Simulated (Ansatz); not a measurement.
Correlation energies of `[AlH]1[SiH2][SbH]1` by basis set

| atom | x (Å) | y (Å) | z (Å) |
| --- | --- | --- | --- |
| Al1 | -1.1053 | 0.5466 | -0.4060 |
| Si2 | 1.0184 | -0.4664 | -0.4429 |
| Sb3 | -0.4825 | -0.8548 | 1.6813 |
| H4 | -2.2125 | 1.5369 | -0.9365 |
| H5 | 2.3811 | 0.0920 | -0.2299 |
| H6 | 1.1104 | -1.7760 | -1.1398 |
| H7 | -0.7095 | 0.9218 | 1.4737 |

Charge 0, multiplicity 1. Correlated methods include outer-core shells of Sb, which these sets cover unevenly. Sb takes the def2 core potential. The structure was optimised at the PBE0-D4/def2-TZVP level. Frozen core, restricted reference, Ansatz.

| basis | HF (Eh) | MP2 corr. | CCSD corr. | (T) | CCSD(T) total |
| --- | --- | --- | --- | --- | --- |
| def2-SVP | -772.23193 | -0.28034 | -0.32414 | -0.01278 | -772.56885 |
| def2-TZVPP | -772.42766 | -0.55559 | -0.57846 | -0.02307 | -773.02919 |
| def2-QZVPP | -772.44456 | -0.81088 | – | – | – |
